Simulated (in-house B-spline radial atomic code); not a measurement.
Successive ionisation energies of erbium; each step leads to the configuration of the next row (after the last: [Ar] 3d10 4s2 4p1/2(2) 4p3/2(2)). Dirac energy differences include first-order Breit, QED and recoil terms. NIST's values go from ground level to ground level; the uncertainty of those that are theory runs from under 0.1 % in few-electron ions to several per cent in heavy many-electron ones. Computed with an all-electron radial atomic-structure program (B-spline basis): Dirac-Hartree-Fock, jj configuration that fills j = l - 1/2 first, finite nuclei.

A number in brackets counts the electrons of a j subshell.

```tsv
ion	configuration	ionisation energy (eV)	tabulated value (eV)	tabulated kind	computed minus tabulated (eV)	highest orbital	largest mean radius (bohr)
Er18+	[Kr] 4d10 4f5/2(4)	438.9	450	tabulated theory	-11.1	4f5/2	0.55773
Er19+	[Kr] 4d10 4f5/2(3)	478.0	486	tabulated theory	-8.0	4f5/2	0.5462
Er20+	[Kr] 4d10 4f5/2(2)	518.4	520	tabulated theory	-1.6	4f5/2	0.53618
Er21+	[Kr] 4d10 4f5/2(1)	559.9	555	tabulated theory	4.9	4f5/2	0.53054
Er22+	[Kr] 4d10	769.5	770	tabulated theory	-0.5	4d5/2	0.52494
Er23+	[Kr] 4d3/2(4) 4d5/2(5)	?	?	tabulated theory	?	?	?
Er24+	[Kr] 4d3/2(4) 4d5/2(4)	854.8	853	tabulated theory	1.8	4d5/2	0.51436
Er25+	[Kr] 4d3/2(4) 4d5/2(3)	898.4	899	tabulated theory	-0.6	4d5/2	0.50941
Er26+	[Kr] 4d3/2(4) 4d5/2(2)	942.7	943	tabulated theory	-0.3	4d5/2	0.50457
Er27+	[Kr] 4d3/2(4) 4d5/2(1)	987.6	989	tabulated theory	-1.4	4d5/2	0.49984
Er28+	[Kr] 4d3/2(4)	?	?	tabulated theory	?	?	?
Er29+	[Kr] 4d3/2(3)	?	?	tabulated theory	?	?	?
Er30+	[Kr] 4d3/2(2)	1139.9	1142	tabulated theory	-2.1	4d3/2	0.4857
Er31+	[Kr] 4d3/2(1)	1187.6	1188	tabulated theory	-0.4	4d3/2	0.48242
Er32+	[Ar] 3d10 4s2 4p6	1370.1	1370	tabulated theory	0.1	4p3/2	0.47916
Er33+	[Ar] 3d10 4s2 4p1/2(2) 4p3/2(3)	1418.2	1416	tabulated theory	2.2	4p3/2	0.47575
```

(1) Fill in the row of Er23+.

(2) Fill in the row of Er28+.

(3) Fill in the row of Er29+.

## Answers

(1) ionisation energy (eV): 811.8; tabulated value (eV): 810; computed minus tabulated (eV): 1.8; highest orbital: 4d5/2; largest mean radius (bohr): 0.51944.

(2) ionisation energy (eV): 1046.3; tabulated value (eV): 1046; computed minus tabulated (eV): 0.3; highest orbital: 4d3/2; largest mean radius (bohr): 0.4924.

(3) ionisation energy (eV): 1092.7; tabulated value (eV): 1092; computed minus tabulated (eV): 0.7; highest orbital: 4d3/2; largest mean radius (bohr): 0.48903.
